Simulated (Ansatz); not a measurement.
C6H8Sn, SMILES `[SnH3][c]1ccccc1`. Total charge 0; spin multiplicity 1. Sn takes the def2 core potential. All single points use the PBE0-D4/def2-TZVP geometry.

```xyz
15

Sn   -1.684   -0.557   -1.961
C    -0.322   -0.109   -0.385
C     0.537   -1.085    0.117
C     1.415   -0.795    1.151
C     1.446    0.479    1.698
C     0.600    1.461    1.206
C    -0.277    1.168    0.171
H    -3.124   -1.236   -1.341
H    -2.063    0.888   -2.788
H    -0.964   -1.680   -3.028
H     0.531   -2.087   -0.301
H     2.077   -1.566    1.530
H     2.133    0.707    2.506
H     0.623    2.460    1.628
H    -0.928    1.952   -0.204
```

What is the dipole moment at PBE/def2-TZVPP? (An estimate is asked.)

Computed: 0.89 D, with components (0.57, 0.18, 0.65) D in this frame, pointing from negative to positive charge.

And with r2SCAN, B3LYP, ωB97M-V? (Estimate.)

The calculation gave: r2SCAN 0.88 D, B3LYP 0.86 D, ωB97M-V 0.78 D.

Give the Mulliken charges with PBE, r2SCAN, ωB97M-V in def2-TZVPP. (Estimate.)

Computed: 
```csv
atom,PBE,r2SCAN,ωB97M-V
Sn1,0.56,0.63,0.54
C2,-0.11,-0.16,-0.21
C3,-0.15,-0.13,-0.13
C4,-0.13,-0.12,-0.14
C5,-0.08,-0.06,-0.09
C6,-0.13,-0.12,-0.14
C7,-0.14,-0.12,-0.12
H8,-0.12,-0.12,-0.09
H9,-0.12,-0.13,-0.09
H10,-0.12,-0.13,-0.09
H11,0.10,0.08,0.11
H12,0.11,0.09,0.12
H13,0.11,0.10,0.12
H14,0.11,0.09,0.12
H15,0.10,0.08,0.11
```

B3LYP here is the variant with VWN-RPA as its local correlation; programs differ in this.
